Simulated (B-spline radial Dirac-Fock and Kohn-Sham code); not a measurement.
## Core-level shifts of terbium with charge state

These are calculated numbers from a B-spline atomic structure program; the model is Dirac-Fock energy differences between relaxed states, corrected for Breit and QED terms. Each ion is free and in its tabulated ground configuration. No correlation.

Reference: Tb²⁰⁺, [Kr] 4d9, with K (1s) 52551.2 eV, M2 (3p1/2) 2328.9 eV, M3 (3p3/2) 2173.3 eV, N1 (4s) 919.2 eV, N3 (4p3/2) 797.2 eV, Kα1 (K-L3) 44476.5 eV, Kβ1 (K-M3) 50377.9 eV, Lℓ (L3-M1) 5546.5 eV. Shifts from it, in eV (a dash: the subshell is empty, belongs to an open shell averaged over j, or its hole state is left out as unreliable):

```csv
ion,configuration,K (1s),M2 (3p1/2),M3 (3p3/2),N1 (4s),N3 (4p3/2),Kα1,Kβ1,Lℓ
Tb²¹⁺,[Kr] 4d8,+52.2,+48.5,+48.2,+39.9,+38.5,+0.19,+3.99,+3.70
Tb²²⁺,[Kr] 4d7,+105.6,+98.0,+97.3,+80.4,+77.7,+0.42,+8.27,+7.64
Tb²³⁺,[Kr] 4d6,+160.2,+148.4,+147.4,+121.5,+117.4,+0.70,+12.84,+11.83
Tb²⁴⁺,[Kr] 4d5,+216.1,+199.7,+198.4,+163.1,+157.7,+1.02,+17.71,+16.26
Tb²⁵⁺,[Kr] 4d4,?,?,?,?,?,?,?,?
Tb²⁶⁺,[Kr] 4d3,+331.4,+305.2,+303.1,+248.2,+240.0,+1.79,+28.36,+25.89
Tb²⁷⁺,[Kr] 4d2,+390.9,+359.3,+356.8,+291.6,+282.0,+2.26,+34.14,+31.10
```

Task: Give the missing shifts for Tb²⁵⁺.

Result: K (1s) +273.1, M2 (3p1/2) +252.0, M3 (3p3/2) +250.3, N1 (4s) +205.4, N3 (4p3/2) +198.6, Kα1 +1.38, Kβ1 +22.88, Lℓ +20.95 (eV).

Over this range K (1s) moves by +390.9 eV and Kα1 by +2.3 eV: a line is a difference of two levels that shift in the same direction.
